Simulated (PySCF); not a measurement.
# Exact simulation of a proton spin system

Molecule: SMILES [H][Ge]([H])([F])[F], F₂GeH₂.

Bonds (- single, = double, # triple, : aromatic): Ge1-F2 1.728 Å, Ge1-F3 1.729 Å. Ge1 carries H4, H5.

Averaged over atoms made equivalent by symmetry, fast rotation or ring inversion, single conformer, relativity neglected, no solvent model. Shielding tensors at B3LYP/pcSseg-1 (pcSseg-2 on Ge) (GIAO); geometry from PBE0-D3(BJ)/def2-SVP; J: PBE/pcJ-1 (pcSseg-1 on Ge); PySCF.

δ = σ(ref) − σ, references computed at the same level: ¹H (σref 31.38) against TMS.

Shifts (ppm): F2/F3 -167.4, H4/H5 5.83.
Couplings (Hz): F2–F3: 40.3; F2–H4, F2–H5, F3–H4, F3–H5: 33.6; H4–H5: 62.2.

The 4-spin Hamiltonian (Zeeman plus full scalar coupling among like nuclei) was diagonalised exactly; lines are Lorentzian, 0.7 Hz wide, and the maxima above 3 % are listed with the tallest set to 100.

Q: Give the ¹H peak list of this spin system at 60 MHz.

A: 
Hz from δ = 0 (height): 383.4 (50), 349.8 (100), 316.2 (50)

Q: And at 600 MHz?

A: 
δ in ppm (height): 5.886 (50), 5.830 (100), 5.774 (50)

Relativistic effects, spin–orbit coupling among them, are left out; they matter for Ge and for the light atoms bonded to it.
